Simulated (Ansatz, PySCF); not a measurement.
This Ansatz (a first-principles code) input computes a PBE0/def2-TZVPD energy:

Ansatz 0.2 input:
```yaml
crystal:
  periodic: [false, false, false]
  atoms:
    - {symbol: Sr, position_ang: [-0.00000000, -0.00000000, -0.33687817]}
    - {symbol: O, position_ang: [0.00000000, 0.00000000, 1.60017132]}
basis:
  gaussian:
    orbitals: def2-TZVPD
hamiltonian:
  xc: {name: PBE0}
output: {forces: true}
```

Task: Write an input for the same energy in PySCF and say what it gives.

Result: 
```python
from pyscf import gto, scf, dft

mol = gto.M(
    atom='''
    Sr   -0.00000000   -0.00000000   -0.33687817
    O     0.00000000    0.00000000    1.60017132
    ''',
    basis='def2-tzvpd',
    ecp='def2-tzvp',
    charge=0,
    spin=0,
    verbose=4,
)

mf = dft.RKS(mol, xc='pbe0').density_fit(auxbasis='def2-universal-jkfit')
mf.grids.level = 3
mf.conv_tol = 1e-9
mf.max_cycle = 100
mf.max_memory = 1500
mf.kernel()
if not mf.converged:
    mf = mf.newton()
    mf.kernel(mf.make_rdm1())
mf.analyze()
```
It gives -105.84705 Eh, and Ansatz -105.84703 Eh, a difference of 0.02 mEh, from the treatment of integrals and grids.
